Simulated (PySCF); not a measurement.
The metal is changed in M(NH3)4 2+. All species are isolated molecules in the gas phase. Multiplicities are imposed; where one is given, others were not computed.

The HOMO from two functionals at the same geometries (PBE-D3(BJ)/def2-SVP), both in PySCF: PBE-D3(BJ)/def2-TZVP and TPSSh-D3(BJ)/def2-TZVP. 

```json
[
 {"species": "M = Zn, multiplicity 1", "PBE-D3(BJ)/def2-TZVP (eV)": "-16.80"},
 {"species": "M = Mo, multiplicity 1 ([Mo(NH3)4]2+)", "PBE-D3(BJ)/def2-TZVP (eV)": "-11.72"},
 {"species": "M = Ru, multiplicity 1 ([Ru(NH3)4]2+)", "PBE-D3(BJ)/def2-TZVP (eV)": "-13.16"},
 {"species": "M = Os, multiplicity 1 ([Os(NH3)4]2+)", "PBE-D3(BJ)/def2-TZVP (eV)": "-12.73"}
]
```

Task: What does TPSSh-D3(BJ)/def2-TZVP give for each?

Result: 
- M = Zn, multiplicity 1: -17.54
- M = Mo, multiplicity 1 ([Mo(NH3)4]2+): -12.43
- M = Ru, multiplicity 1 ([Ru(NH3)4]2+): -13.98
- M = Os, multiplicity 1 ([Os(NH3)4]2+): -13.40
Over these rows, drawn at random from the members with no instability flagged (it was tested for open shells, ions and some series alone), PBE minus TPSSh-D3(BJ): mean +0.74 eV, from +0.67 eV to +0.83 eV.
